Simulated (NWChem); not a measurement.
Everything below was run with NWChem. System: C₃H₅NOSi, charge 0, spin multiplicity 1, at a geometry optimised with PBE0/def2-SVP. The structure started from a generated list of species. Level: PBE/def2-SVP.

Job file:

```
start mol
memory heap 200 mb stack 800 mb global 1000 mb
geometry units angstroms nocenter noautoz
  N     -2.298094    -2.309052     0.000000
  C     -1.729372    -1.299859     0.000000
  C     -0.981971    -0.060092     0.000000
  Si     0.898698    -0.321062     0.000000
  C      1.625348     1.470690     0.000000
  O      0.884064     2.423006     0.000000
  H     -1.245201     0.545206     0.882908
  H     -1.245201     0.545206    -0.882908
  H      1.349463    -1.053493    -1.219080
  H      1.349463    -1.053493     1.219080
  H      2.739821     1.626326     0.000000
  symmetry group Cs
end
basis spherical
  * library def2-svp
end
dft
  xc xpbe96 cpbe96
  semidirect memsize 60000000 filesize 0
  iterations 100
end
task dft energy
```

Output (cleaned and shortened):

```
             Northwest Computational Chemistry Package (NWChem) 7.3.0
             --------------------------------------------------------

                                NWChem Input Module
                                -------------------

 Scaling coordinates for geometry "geometry" by  1.889725989
 (inverse scale =  0.529177249)

 Turning off AUTOSYM since
 SYMMETRY directive was detected!

                             Geometry "geometry" -> ""
                             -------------------------

 Output coordinates in angstroms (scale by  1.889725989 to convert to a.u.)

  No.       Tag          Charge          X              Y              Z
 ---- ---------------- ---------- -------------- -------------- --------------
    1 N                    7.0000    -2.29809400    -2.30905200     0.00000000
    2 C                    6.0000    -1.72937200    -1.29985900     0.00000000
    3 C                    6.0000    -0.98197100    -0.06009200     0.00000000
    4 Si                  14.0000     0.89869800    -0.32106200     0.00000000
    5 C                    6.0000     1.62534800     1.47069000     0.00000000
    6 O                    8.0000     0.88406400     2.42300600     0.00000000
    7 H                    1.0000    -1.24520100     0.54520600     0.88290800
    8 H                    1.0000    -1.24520100     0.54520600    -0.88290800
    9 H                    1.0000     1.34946300    -1.05349300    -1.21908000
   10 H                    1.0000     1.34946300    -1.05349300     1.21908000
   11 H                    1.0000     2.73982100     1.62632600     0.00000000

 Effective nuclear repulsion energy (a.u.)     247.0651459902

            Nuclear Dipole moment (a.u.)
            ----------------------------
        X                 Y               Z
 ---------------- ---------------- ----------------
     0.0000018897     0.0000037795     0.0000000000

      Symmetry information
      --------------------

 Group name             Cs
 Group number              2
 Group order               2
 No. of unique centers     9

      Symmetry unique atoms

     1    2    3    4    5    6    7    9   11


 Summary of "ao basis" -> "" (spherical)
 ------------------------------------------------------------------------------
       Tag                 Description            Shells   Functions and Types
 ---------------- ------------------------------  ------  ---------------------
 *                          def2-svp                  on all atoms

  pbe96 is a nonlocal functional; adding pw91lda local functional.

                                 NWChem DFT Module
                                 -----------------

 Summary of "ao basis" -> "ao basis" (spherical)
 ------------------------------------------------------------------------------
       Tag                 Description            Shells   Functions and Types
 ---------------- ------------------------------  ------  ---------------------
 N                          def2-svp                 6       14   3s2p1d
 C                          def2-svp                 6       14   3s2p1d
 Si                         def2-svp                 8       18   4s3p1d
 O                          def2-svp                 6       14   3s2p1d
 H                          def2-svp                 3        5   2s1p

 Summary of "ao basis" -> "ao basis" (spherical)
 ------------------------------------------------------------------------------
       Tag                 Description            Shells   Functions and Types
 ---------------- ------------------------------  ------  ---------------------
 N                          def2-svp                 6       14   3s2p1d
 C                          def2-svp                 6       14   3s2p1d
 Si                         def2-svp                 8       18   4s3p1d
 O                          def2-svp                 6       14   3s2p1d
 H                          def2-svp                 3        5   2s1p

      Symmetry analysis of basis
      --------------------------

        a'         77
        a"         36

            General Information
            -------------------
          SCF calculation type: DFT
          Wavefunction type:  closed shell.
          No. of atoms     :    11
          No. of electrons :    52
           Alpha electrons :    26
            Beta electrons :    26
          Charge           :     0
          Spin multiplicity:     1
          Use of symmetry is: on ; symmetry adaption is: on
          Maximum number of iterations: 100
          AO basis - number of functions:   113
                     number of shells:    53
          Convergence on energy requested:  1.00D-06
          Convergence on density requested:  1.00D-05
          Convergence on gradient requested:  5.00D-04

              XC Information
              --------------
          PerdewBurkeErnzerhof Exchange Functional  1.000
            Perdew 1991 LDA Correlation Functional  1.000 local
           PerdewBurkeErnz. Correlation Functional  1.000 non-local

             Grid Information
             ----------------
          Grid used for XC integration:  medium
          Radial quadrature: Mura-Knowles
          Angular quadrature: Lebedev.
          Tag              B.-S. Rad. Rad. Pts. Rad. Cut. Ang. Pts.
          ---              ---------- --------- --------- ---------
          N                   0.65       49          14.0       434
          C                   0.70       49          13.0       434
          Si                  1.10       88           9.0       590
          O                   0.60       49          13.0       434
          H                   0.35       45          13.0       434
          Grid pruning is: on
          Number of quadrature shells:   468
          Spatial weights used:  Erf1

          Convergence Information
          -----------------------
          Convergence aids based upon iterative change in
          total energy or number of iterations.
          Levelshifting, if invoked, occurs when the
          HOMO/LUMO gap drops below (HL_TOL):  1.00D-02
          DIIS, if invoked, will attempt to extrapolate
          using up to (NFOCK): 10 stored Fock matrices.

                    Damping( 0%)  Levelshifting(0.5)       DIIS
                  --------------- ------------------- ---------------
          dE  on:    start            ASAP                start
          dE off:    2 iters        100 iters           100 iters

      Screening Tolerance Information
      -------------------------------
          Density screening/tol_rho:  1.00D-10
          AO Gaussian exp screening on grid/accAOfunc:  14
          CD Gaussian exp screening on grid/accCDfunc:  20
          XC Gaussian exp screening on grid/accXCfunc:  20
          Schwarz screening/accCoul:  1.00D-08

      Superposition of Atomic Density Guess
      -------------------------------------

 Sum of atomic energies:        -533.04470643

      Non-variational initial energy
      ------------------------------

 Total energy =    -535.735817
 1-e energy   =   -1221.813145
 2-e energy   =     439.012182
 HOMO         =      -0.275189
 LUMO         =      -0.055278

      Symmetry analysis of molecular orbitals - initial
      -------------------------------------------------

  Numbering of irreducible representations:

     1 a'          2 a"

  Orbital symmetries:

     1 a'          2 a'          3 a'          4 a'          5 a'
     6 a'          7 a'          8 a'          9 a"         10 a'
    11 a'         12 a'         13 a'         14 a'         15 a'
    16 a'         17 a'         18 a"         19 a"         20 a'
    21 a'         22 a'         23 a"         24 a"         25 a'
    26 a'         27 a"         28 a'         29 a"         30 a'
    31 a'         32 a'         33 a'         34 a"         35 a'
    36 a"

------------------------------------------------------------
EAF file 0: "./mol.aoints.0" size=524288 bytes
------------------------------------------------------------
               write      read    awrite     aread      wait
               -----      ----    ------     -----      ----
     calls:        1         0         0         0         0
   data(b): 5.24e+05  0.00e+00  0.00e+00  0.00e+00
   time(s): 0.00e+00  0.00e+00  0.00e+00  0.00e+00  0.00e+00
rate(mb/s): 0.00e+00  0.00e+00
------------------------------------------------------------

   convergence    iter        energy       DeltaE   RMS-Dens  Diis-err    time
 ---------------- ----- ----------------- --------- --------- ---------  ------
 d= 0,ls=0.0,diis     1   -535.8377856764 -7.83D+02  3.77D-02  1.48D+00     3.7
 d= 0,ls=0.0,diis     2   -534.5055447736  1.33D+00  2.55D-02  1.29D+01     4.5
 d= 0,ls=0.0,diis     3   -536.0287815581 -1.52D+00  4.18D-03  4.83D-02     5.3
 d= 0,ls=0.0,diis     4   -536.0290616747 -2.80D-04  2.49D-03  4.19D-02     6.0
 d= 0,ls=0.0,diis     5   -536.0328842791 -3.82D-03  6.55D-04  1.48D-02     6.8
  Resetting Diis
 d= 0,ls=0.0,diis     6   -536.0343906152 -1.51D-03  2.37D-04  9.83D-04     7.6
 d= 0,ls=0.0,diis     7   -536.0345188422 -1.28D-04  8.99D-05  1.49D-05     8.5
 d= 0,ls=0.0,diis     8   -536.0345171418  1.70D-06  5.75D-05  2.65D-05     9.4
 d= 0,ls=0.0,diis     9   -536.0345207087 -3.57D-06  1.37D-05  5.40D-06    10.2
 d= 0,ls=0.0,diis    10   -536.0345212699 -5.61D-07  3.62D-06  2.11D-07    11.0

         Total DFT energy =     -536.034521269903
      One electron energy =    -1225.539449752329
           Coulomb energy =      496.395599146060
    Exchange-Corr. energy =      -53.955816653798
 Nuclear repulsion energy =      247.065145990164

 Numeric. integr. density =       52.000015593589

     Total iterative time =     10.4s

                  Occupations of the irreducible representations
                  ----------------------------------------------

                     irrep           alpha         beta
                     --------     --------     --------
                     a'               21.0         21.0
                     a"                5.0          5.0

                       DFT Final Molecular Orbital Analysis
                       ------------------------------------

 Vector   24  Occ=2.000000D+00  E=-2.925050D-01  Symmetry=a"
              MO Center= -1.9D+00, -1.6D+00, -3.7D-15, r^2= 1.9D+00
   Bfn.  Coefficient  Atom+Function         Bfn.  Coefficient  Atom+Function
  ----- ------------  ---------------      ----- ------------  ---------------
     6      0.443265   1 N  pz               20     -0.381421   2 C  pz
     9     -0.248977   1 N  pz               23     -0.231688   2 C  pz
    34      0.151677   3 C  pz               89      0.146416   7 H  s
    94     -0.146416   8 H  s                37      0.085197   3 C  pz
    90      0.077876   7 H  s                95     -0.077876   8 H  s

 Vector   25  Occ=2.000000D+00  E=-2.809150D-01  Symmetry=a'
              MO Center= -1.5D+00, -1.3D+00,  1.9D-16, r^2= 3.2D+00
   Bfn.  Coefficient  Atom+Function         Bfn.  Coefficient  Atom+Function
  ----- ------------  ---------------      ----- ------------  ---------------
     4      0.357085   1 N  px               18     -0.281429   2 C  px
    32      0.222742   3 C  px               21     -0.219271   2 C  px
     7     -0.214051   1 N  px                5     -0.211063   1 N  py
    31      0.187526   3 C  s                50     -0.161023   4 Si px
    19      0.148027   2 C  py               35      0.130813   3 C  px

 Vector   26  Occ=2.000000D+00  E=-2.180328D-01  Symmetry=a'
              MO Center=  1.2D+00,  1.7D+00,  5.1D-16, r^2= 2.7D+00
   Bfn.  Coefficient  Atom+Function         Bfn.  Coefficient  Atom+Function
  ----- ------------  ---------------      ----- ------------  ---------------
    78      0.404871   6 O  px               79      0.346161   6 O  py
    81      0.297189   6 O  px               31      0.275935   3 C  s
    82      0.266570   6 O  py              109     -0.263522  11 H  s
   110     -0.238401  11 H  s                51      0.209187   4 Si py
    22     -0.204008   2 C  py               54      0.191082   4 Si py

 Vector   27  Occ=0.000000D+00  E=-1.118018D-01  Symmetry=a"
              MO Center=  1.3D+00,  1.5D+00,  3.8D-16, r^2= 2.1D+00
   Bfn.  Coefficient  Atom+Function         Bfn.  Coefficient  Atom+Function
  ----- ------------  ---------------      ----- ------------  ---------------
    66      0.480652   5 C  pz               69      0.457338   5 C  pz
    80     -0.440437   6 O  pz               83     -0.416492   6 O  pz
    55      0.237217   4 Si pz              100      0.218248   9 H  s
   105     -0.218248  10 H  s                57      0.108801   4 Si d -1
    99      0.107807   9 H  s               104     -0.107807  10 H  s

 Vector   28  Occ=0.000000D+00  E=-1.756014D-02  Symmetry=a'
              MO Center=  5.7D-01, -4.0D-01,  5.8D-15, r^2= 4.9D+00
   Bfn.  Coefficient  Atom+Function         Bfn.  Coefficient  Atom+Function
  ----- ------------  ---------------      ----- ------------  ---------------
    53      1.263679   4 Si px               31      1.107340   3 C  s
    35      0.491885   3 C  px               63     -0.389355   5 C  s
    46     -0.349280   4 Si s                 3      0.339163   1 N  s
    21      0.306309   2 C  px               90     -0.254120   7 H  s
    95     -0.254120   8 H  s                50      0.237481   4 Si px

 Vector   29  Occ=0.000000D+00  E=-1.438331D-02  Symmetry=a'
              MO Center= -1.7D-01, -7.0D-01,  7.8D-15, r^2= 6.0D+00
   Bfn.  Coefficient  Atom+Function         Bfn.  Coefficient  Atom+Function
  ----- ------------  ---------------      ----- ------------  ---------------
    63      0.983423   5 C  s                54     -0.866862   4 Si py
   110     -0.484073  11 H  s                31     -0.354125   3 C  s
    68     -0.337363   5 C  py                7     -0.310870   1 N  px
    90      0.303910   7 H  s                95      0.303910   8 H  s
    46     -0.283942   4 Si s                 4      0.274492   1 N  px

 center of mass
 --------------
 x =  -0.05644632 y =  -0.01177555 z =   0.00000000

 moments of inertia (a.u.)
 ------------------
         813.448111400090        -561.023577847105           0.000000000000
        -561.023577847105         739.393165974837           0.000000000000
           0.000000000000           0.000000000000        1520.224439405666

     Multipole analysis of the density
     ---------------------------------

     L   x y z        total         alpha         beta         nuclear
     -   - - -        -----         -----         ----         -------
     0   0 0 0     -0.000000    -26.000000    -26.000000     52.000000

     1   1 0 0      1.150797      0.575398      0.575398      0.000002
     1   0 1 0      0.708798      0.354397      0.354397      0.000004
     1   0 0 1     -0.000000     -0.000000     -0.000000      0.000000

     2   2 0 0    -33.496101   -210.225983   -210.225983    386.955864
     2   1 1 0     -5.858394   -143.416454   -143.416454    280.974514
     2   1 0 1      0.000000      0.000000      0.000000      0.000000
     2   0 2 0    -41.908962   -225.092615   -225.092615    408.276267
     2   0 1 1      0.000000      0.000000      0.000000      0.000000
     2   0 0 2    -30.538977    -23.360387    -23.360387     16.181796

 Task  times  cpu:       11.0s     wall:       11.0s

 Total times  cpu:       11.1s     wall:       11.1s
```
